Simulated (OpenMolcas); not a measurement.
Si5H10 (SMILES [SiH2]1[SiH2][SiH2][SiH2][SiH2]1): methods side by side

Si5H10 has 15 atoms, charge 0, and is taken as a singlet. SMILES: `[SiH2]1[SiH2][SiH2][SiH2][SiH2]1`. The shape is that of a PBE0-D4/def2-TZVP optimisation. This is one conformer, not always the lowest.

| atom | x (Å) | y (Å) | z (Å) |
| --- | --- | --- | --- |
| Si | -1.0841 | 1.4590 | 0.7077 |
| Si | -0.0591 | -0.2506 | 1.9352 |
| Si | 1.6853 | -0.8474 | 0.4933 |
| Si | 0.6067 | -0.9777 | -1.5859 |
| Si | -1.1322 | 0.6110 | -1.4832 |
| H | -0.1942 | 2.6547 | 0.7406 |
| H | -2.4286 | 1.8530 | 1.2106 |
| H | 0.3852 | 0.1619 | 3.2945 |
| H | -1.0009 | -1.3991 | 2.0636 |
| H | 2.3951 | -2.1005 | 0.8694 |
| H | 2.6714 | 0.2703 | 0.4617 |
| H | 0.0144 | -2.3356 | -1.7461 |
| H | 1.5300 | -0.7297 | -2.7271 |
| H | -0.9524 | 1.6907 | -2.4926 |
| H | -2.4368 | -0.0599 | -1.7414 |

Quantity: the electronic atomisation energy, in eV. The values are calculated. Electronic energies at fixed atoms, without zero-point motion or spin-orbit coupling.

```tsv
level	kind	program	value (eV)
HF/6-31G* (spherical functions)	Hartree–Fock	OpenMolcas	34.13
SVWN5/6-31G* (spherical functions)	LDA	OpenMolcas	50.17
revPBE/6-31G* (spherical functions)	GGA	OpenMolcas	43.47
r2SCAN/6-31G* (spherical functions)	meta-GGA	OpenMolcas	45.42
BHLYP/6-31G* (spherical functions)	global hybrid	OpenMolcas	?
M06-2X/6-31G* (spherical functions)	hybrid meta-GGA	OpenMolcas	44.99
PBE0/6-31G* (spherical functions)	global hybrid	OpenMolcas	?
```

Problem. Estimate the missing values from the other rows.

Solution. As computed at these levels: BHLYP/6-31G* (spherical functions): 44.22 eV; PBE0/6-31G* (spherical functions): 44.74 eV. The values span 34.13 to 50.17 eV.
